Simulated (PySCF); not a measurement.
# Working out the ionisation energy of Sb

Sb [Kr] 4d10 5s2 5p3 (4S) → Sb⁺ [Kr] 4d10 5s2 5p2 (3P). Calculation: PySCF 2.14, in aug-cc-pVQZ-DK3 (9s8p6d3f2g, 102 functions); scalar relativity by spin-free X2C-1e. Frozen: [Kr] 4d10. Energies in hartree (1 hartree = 27.21139 eV):

| part | Sb (lower) | Sb⁺ (upper) |
| --- | --- | --- |
| UHF | -6477.710516 | -6477.395428 |
| MP2 opposite-spin | -0.048329 | -0.041095 |
| MP2 same-spin | -0.017156 | -0.007969 |

**Question.** What does Hartree-Fock give?

**Answer.** (-6477.395428) − (-6477.710516) = 0.315088 hartree = 8.574 eV.

**Question.** What do MP2 and SCS-MP2 (6/5 opposite-spin, 1/3 same-spin) give?

**Answer.** The opposite-spin parts differ by 0.197 eV and the same-spin parts by 0.250 eV. MP2: 8.574 + (0.197) + (0.250) = 9.021 eV. SCS-MP2: 8.574 + 1.2 × (0.197) + (0.250)/3 = 8.894 eV.

Measured between the centres of the two terms (NIST): 9.124 eV, so MP2 (valence) is off by -0.103 eV.

What remains against the reference includes basis incompleteness, the frozen core and correlation beyond second order.
